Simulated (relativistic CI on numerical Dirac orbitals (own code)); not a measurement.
Computed by Dirac-Coulomb-Breit CI, orbitals from a KLI potential per configuration, model QED, unscaled Slater integrals (own radial code, finite nucleus).

Configurations in the expansion (outside the closed core 1s2): 2s2.2p6, 2s2.2p5.3s, 2s2.2p5.3p, 2s2.2p5.3d, 2s.2p6.3s, 2s.2p6.3p, 2s.2p6.3d, 2s2.2p5.4s, 2s2.2p5.4p, 2s2.2p5.4d, 2s2.2p5.4f, 2s.2p6.4s, 2s2.2p4.3s2, 2s.2p6.4p, 2s.2p6.4d, 2s2.2p4.3s.3p, 2s.2p6.4f, 2s2.2p5.5s, 2s2.2p5.5p, 2s2.2p5.5d, 2s2.2p5.5f, 2s2.2p5.5g, 2s2.2p4.3s.3d, 2s2.2p4.3p2, 2s2.2p4.3p.3d, 2s.2p5.3s2, 2s2.2p4.3d2, 2s.2p5.3s.3p, 2s.2p5.3s.3d, 2s.2p5.3p2, 2s.2p6.5s, 2s.2p6.5p, 2s.2p6.5d, 2s.2p6.5f, 2s.2p5.3p.3d, 2s.2p6.5g. Levels of other configurations are missing.

At this charge energies of transitions that change n are usually good to better than 1 %, and those within a shell (Δn = 0) to a few per cent.

Outline of the computed level scheme of Pm LII. Lowest level of each configuration: 2s2.2p6 1S_0 at 0.00 eV; 2s2.2p5.3s 3P°_2 at 5500.24 eV; 2s2.2p5.3p 3P_1 at 5611.02 eV; 2s2.2p5.3d 3P°_0 at 5889.89 eV; 2s.2p6.3s 3S_1 at 6445.82 eV; 2s.2p6.3p 3P°_0 at 6556.02 eV; 2s.2p6.3d 3D_1 at 6840.44 eV; 2s2.2p5.4s 3P°_2 at 7595.94 eV; 2s2.2p5.4p 3P_1 at 7641.90 eV.

Some strong electric-dipole decays among the lowest 45 levels: 2s2.2p5.3d 1P°_1 → 2s2.2p6 1S_0 (1.2e+15 s⁻¹); 2s2.2p5.3d 3D°_1 → 2s2.2p6 1S_0 (8.6e+14 s⁻¹); 2s.2p6.3p 1P°_1 → 2s2.2p6 1S_0 (2.0e+14 s⁻¹); 2s2.2p5.3s 1P°_1 → 2s2.2p6 1S_0 (6.2e+13 s⁻¹); 2s.2p6.3p 3P°_1 → 2s2.2p6 1S_0 (4.6e+13 s⁻¹); 2s2.2p5.4p 3P_1 → 2s2.2p5.3s 3P°_2 (2.2e+13 s⁻¹); 2s2.2p5.4s 1P°_1 → 2s2.2p6 1S_0 (2.1e+13 s⁻¹); 2s2.2p5.4p 3D_3 → 2s2.2p5.3s 3P°_2 (1.9e+13 s⁻¹).

LS names give the leading component of a level, which can be under half, so a name can repeat, a term be missing and a line seem to break the LS rules.
